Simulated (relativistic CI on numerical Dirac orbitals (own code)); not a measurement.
## Ligand-field terms of d3

Computed with a parametric ligand-field model of a d^n configuration (Racah B and C, spin-orbit zeta, crystal field), exact diagonalisation.

Field parameters in Wybourne normalisation: Oh B⁴₀ = 21Dq, B⁴₄ = √(5/14) B⁴₀. The field is a parameter set, without covalency.

Lowest levels for B = 310, C = 1490, ζ = 650 cm⁻¹, Oh, 10Dq = 11400 cm⁻¹?

Γ8 0 (S 1.50), Γ8 6739 (S 0.54), Γ8 6947 (S 0.52), Γ6 7174 (S 0.52), Γ8 10577 (S 0.79), Γ7 10702 (S 0.83), Γ7 11359 (S 1.32), Γ8 11564 (S 1.36), Γ8 11659 (S 1.46) cm⁻¹, with S from ⟨S²⟩ = S(S + 1). The ground level has 0.01 electrons in the cubic e pair.

Lowest levels for B = 360, C = 1500, ζ = 180 cm⁻¹, Oh, 10Dq = 12450 cm⁻¹?

Γ8 0 (S 1.50), Γ8 7231 (S 0.50), Γ8 7517 (S 0.50), Γ6 7561 (S 0.50), Γ8 11252 (S 0.52), Γ7 11338 (S 0.51), Γ7 12386 (S 1.50), Γ8 12436 (S 1.49), Γ8 12502 (S 1.50) cm⁻¹, with S from ⟨S²⟩ = S(S + 1). The ground level has 0.00 electrons in the cubic e pair.

Lowest levels for B = 480, C = 1810, ζ = 1250 cm⁻¹, Oh, 10Dq = 38850 cm⁻¹?

Γ8 0 (S 1.49), Γ8 9259 (S 0.51), Γ8 9502 (S 0.50), Γ6 9805 (S 0.50), Γ7 15633 (S 0.50), Γ8 15753 (S 0.51), Γ7 38462 (S 1.50), Γ8 38740 (S 1.49), Γ8 39161 (S 1.49) cm⁻¹, with S from ⟨S²⟩ = S(S + 1). The ground level has 0.00 electrons in the cubic e pair.

Lowest levels for B = 810, C = 3210, ζ = 240 cm⁻¹, Oh, 10Dq = 37100 cm⁻¹?

Γ8 0 (S 1.50), Γ8 15954 (S 0.50), Γ8 16541 (S 0.50), Γ6 16586 (S 0.50), Γ8 25374 (S 0.50), Γ7 25473 (S 0.50), Γ7 37004 (S 1.50), Γ8 37065 (S 1.50), Γ8 37163 (S 1.50) cm⁻¹, with S from ⟨S²⟩ = S(S + 1). The ground level has 0.00 electrons in the cubic e pair.

Lowest levels for B = 960, C = 4930, ζ = 670 cm⁻¹, Oh, 10Dq = 26250 cm⁻¹?

Γ8 0 (S 1.50), Γ8 21829 (S 0.54), Γ8 22645 (S 0.52), Γ6 22833 (S 0.53), Γ7 25994 (S 1.50), Γ8 26161 (S 1.49), Γ6 26516 (S 1.49), Γ8 26556 (S 1.47), Γ8 33016 (S 0.54) cm⁻¹, with S from ⟨S²⟩ = S(S + 1). The ground level has 0.00 electrons in the cubic e pair.
